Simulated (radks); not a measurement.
Results of a calculation; reference values are marked as such.
All-electron atom: Tb3.5+ in [He] 2s2 2p5.5 3s2 3p6 3d10 4s2 4p6 4d10 4f8 5s2 5p6 (fractional occupations, a model configuration). Code: a radial shooting solver on a logarithmic mesh with Libxc functionals. Model: scalar-relativistic Kohn-Sham, SCAN, spin-unpolarised, spherical densities, finite nucleus; meta-GGA in the generalised Kohn-Sham scheme; Fermi nuclear charge, rms radius 5.06 fm.

Unscreened Slater integrals over Kohn-Sham orbitals (cm^-1).

\begin{tabular}{lr}
integral & value \\ \hline
F0(4f,4f) & 258100 \\
F2(4f,4f) & 122420 \\
F4(4f,4f) & 76743 \\
F6(4f,4f) & 55192 \\
F0(4f,5p) & 162060 \\
F2(4f,5p) & 55696 \\
G2(4f,5p) & 28065 \\
G4(4f,5p) & 21933 \\
F0(4f,5s) & 179920 \\
G3(4f,5s) & 32693 \\
F0(4f,4d) & 285440 \\
F2(4f,4d) & 136910 \\
F4(4f,4d) & 87394 \\
G1(4f,4d) & 160700 \\
G3(4f,4d) & 101110 \\
G5(4f,4d) & 71546 \\
F0(5p,5p) & 135010 \\
F2(5p,5p) & 73202 \\
F0(5p,5s) & 143390 \\
G1(5p,5s) & 96708 \\
F0(5p,4d) & 168610 \\
F2(5p,4d) & 47364 \\
G1(5p,4d) & 13052 \\
G3(5p,4d) & 12786 \\
F0(5s,5s) & 154120 \\
F0(5s,4d) & 188830 \\
G2(5s,4d) & 19523 \\
F0(4d,4d) & 322230 \\
F2(4d,4d) & 163940 \\
F4(4d,4d) & 109750 \\
\end{tabular}

Derived for the open shells (J is the average intra-shell exchange parameter used in DFT+U). 4f: F4/F2 = 0.627, F6/F2 = 0.451, J = (286 F2 + 195 F4 + 250 F6)/6435 = 9911 cm^-1.
